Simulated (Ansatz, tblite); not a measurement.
Cost and result up the ladder for Pd3H4⁻ (the lowest doublet isomer of a short search) (7 atoms). Total charge -1; doublet. Geometry: PBE-D4/def2-TZVPD.

```xyz
7

Pd    0.8779   -0.3050    0.7125
Pd   -0.3757    1.5099   -0.9414
Pd   -0.6677   -1.1491   -1.3885
H    -1.5357    0.3310   -1.1878
H     1.7486    0.0719    2.0026
H    -0.2208   -1.6611    0.1305
H     0.1734    1.2023    0.6721
```

Ansatz on 4 threads of Arm Neoverse V2 on a shared host; xTB runs through tblite on one thread. Times are rough, summed over both states, and most runs start from the orbitals of an earlier one. RPA@PBE/def2-TZVPD serves as the yardstick here, not as an exact answer. The other state is a quartet at its own geometry.

In the def2 sets Pd takes a core potential; there is no spin–orbit coupling. The xTB rows come from tblite. B3LYP takes the VWN-RPA correlation. Correlated methods freeze no core orbitals; core or outer-core shells of Pd are correlated, in sets that lack core-valence functions. Another isomer (doublet) lies 0.13 eV lower at PBE0-D4/def2-TZVPD.

Run but left out: HF/STO-3G, HF/def2-TZVPD, MP2/def2-TZVPD (doublet: ⟨S²⟩ 1.73 to 4.48, where a pure state has 0.75).

Correlated methods converge slowly with the basis.

xTB has no spin-polarisation term.

| level | functions | wall time | quartet − doublet (eV) | difference from RPA@PBE/def2-TZVPD (eV) | remarks |
| --- | --- | --- | --- | --- | --- |
| GFN2-xTB | 31 | 0.007 s | 0.95 | 0.20 | – |
| GFN1-xTB | 35 | 0.008 s | 1.08 | 0.32 | – |
| LDA (SPW92)/def2-TZVPD | 156 | 3.5 s | 1.10 | 0.34 | HOMO above zero (quartet) |
| PBE-D4/def2-TZVPD | 156 | 7.7 s | 0.99 | 0.23 | HOMO above zero (doublet), HOMO above zero (quartet) |
| B3LYP-D4/def2-TZVPD | 156 | 11 s | 0.84 | 0.09 | – |
| PBE0-D4/def2-TZVPD | 156 | 12 s | 0.74 | -0.01 | – |
| RPA@PBE/def2-TZVPD | 156 | 17 s | 0.75 | 0.00 | – |
| r2SCAN-D4/def2-TZVPD (with forces) | 156 | 19 s | 0.86 | 0.11 | HOMO above zero (quartet) |
| B97M-V/def2-TZVPD | 156 | 32 s | 0.77 | 0.02 | HOMO above zero (quartet) |
| r2SCAN0-D4/def2-TZVPD | 156 | 40 s | 0.60 | -0.16 | – |
| ωB97X-V/def2-TZVPD | 156 | 94 s | 0.49 | -0.26 | spin-contaminated (⟨S²⟩ 0.91) (doublet) |
